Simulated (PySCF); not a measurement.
HOZn, charge +1. Atoms are numbered in the order given.

```xyz
3

Zn    -0.0063    -0.4193     0.0000
O      0.1170     1.3477     0.0000
H     -0.7460     1.7981     0.0000
```
Charge +1, spin multiplicity 1.

Geometry optimised at B3LYP-D3(BJ)/def2-TZVP. The multiplicity is an assumed one; other spin states were not compared. The isomer is the one that the SMILES or the coordinates give; other isomers of the formula were not compared.

These are B3LYP/def2-TZVPD (PySCF) values and carry that method's errors.

Symmetry labels are those of the subgroup Cs that the program uses (full group Cs).

List the valence orbital energies around the gap with their symmetry. (An estimate is asked for; the answer gives what the named calculation found.)


```csv
orbital,symmetry,energy (eV)
HOMO−7,A',-22.90
HOMO−6,A",-22.63
HOMO−5,A',-22.63
HOMO−4,A",-22.59
HOMO−3,A',-22.59
HOMO−2,A',-18.87
HOMO−1,A',-15.81
HOMO,A",-14.86
LUMO,A',-11.46
LUMO+1,A',-6.81
LUMO+2,A",-6.60
LUMO+3,A',-4.84
```
